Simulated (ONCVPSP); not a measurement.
Which change was made? (Zr, ONCV)

```json
{
  "Element": "zirconium",
  "Generator": "ONCVPSP 4.0.1",
  "Type": "optimised norm-conserving Vanderbilt (ONCV)",
  "Functional": "PBE",
  "Relativity": "scalar-relativistic",
  "Frozen core": "[Ar] 3d10 4s2",
  "Valence charge": "10",
  "Reference configuration": "4p6 4d2 5s1 (charge +1)",
  "Partial waves": "5s: rc 2.75 bohr, ncon 5, nbas 9, qcut 2 1/bohr, 2 projectors, debl 3.8 Ha; 4p: rc 2.25 bohr, ncon 4, nbas 8, qcut 7.3 1/bohr, 2 projectors, debl 1.3 Ha; 4d: rc 2.40 bohr, ncon 4, nbas 9, qcut 7.4 1/bohr, 2 projectors, debl 1.8 Ha",
  "Local potential": "polynomial inside 1.80 bohr (lpopt 5, dvloc0 2 Ha)",
  "Core correction": "Teter function, fcfact 3.25, rcfact 1.65"
}
```

In the p channel the program set the typed energies aside and used -1.438, 0.250 Ha.

Cutoffs, loose and tight: the cutoffs (Ha) at which the residual kinetic energy of the hardest occupied pseudo-wave falls to 1 and 0.1 mHa per electron. They do not see the model core or the augmentation charge, which bear on the density cutoff. Test errors are all-electron minus pseudo excitation energies from the reference, over the configurations 4p6 4d2 5s2; 4p6 4d2 5s0; 4p6 4d1 5s0; 4p6 4d1 5s2; variants that change the core or the reference have their own tests.

The base gives: outcome: generated, projector energies reset by the program; cutoff, loose: 14 Ha; cutoff, tight: 24 Ha; bound ghosts: none; GHOST(+) flags above zero: s; largest test error (meV): +62.

**Question.** After one change the result is: outcome: generated, projector energies reset by the program; cutoff, loose: 19 Ha; cutoff, tight: 26 Ha; bound ghosts: none; GHOST(+) flags above zero: s, p; largest test error (meV): +60. Which change was it?
A. s: qcut 2.4; p: qcut 8.9; d: qcut 9
B. s: rc 2.25, qcut 2.4
C. p: qcut 11.2

**Answer.** A. The others give: s: rc 2.25, qcut 2.4 → outcome: failed: optimize: ERROR ps0norm > uunorm, code will stop | p: qcut 11.2 → outcome: failed: ERROR pspot: first pseudo wave function has node, program will stop.
